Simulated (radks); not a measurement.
The numbers below are computed, except where a source is named.
Problem. Coherent X-ray form factor from a spherical all-electron density. Code: a radial shooting solver on a logarithmic mesh with Libxc functionals. Model: scalar-relativistic Kohn-Sham, PBE, spin-polarised, spherical densities, point nucleus.

| sin(theta)/lambda (1/angstrom) | f0 (electrons) |
|---|---|
| 0.05 | 29.420 |
| 0.1 | 27.955 |
| 0.15 | 26.109 |
| 0.2 | 24.204 |
| 0.25 | 22.357 |
| 0.3 | 20.591 |
| 0.4 | 17.340 |
| 0.5 | 14.540 |
| 0.6 | 12.255 |
| 0.8 | 9.145 |
| 1 | 7.437 |
| 1.25 | 6.268 |
| 1.5 | 5.464 |
| 2 | 4.055 |

The species is in the configuration that NIST lists as its ground one. Which atom or ion scatters so?

Solution. Neutral zinc, [Ar] 3d10 4s2. Extrapolating in s^2 from the first two rows gives f0(0) = 29.9, near the electron count 30; among species with that count, the fall with angle is slower the higher Z, and the table is that of Z = 30; from so few rows the species is fixed only to a neighbour or two.
